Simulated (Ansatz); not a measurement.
(1) Predict a relaxed structure of SeF4, charge 0, singlet, at r2SCAN-D4/def2-SVP (Ansatz).

Results:

(1) 
```xyz
5

Se   -0.075   -0.408   -0.296
F    -1.087   -0.998    1.057
F     0.986    0.447   -1.457
F     1.145   -0.104    0.884
F    -0.969    1.062   -0.188
```
Point group C2v (tolerance 0.1 Å). This is one stationary point.
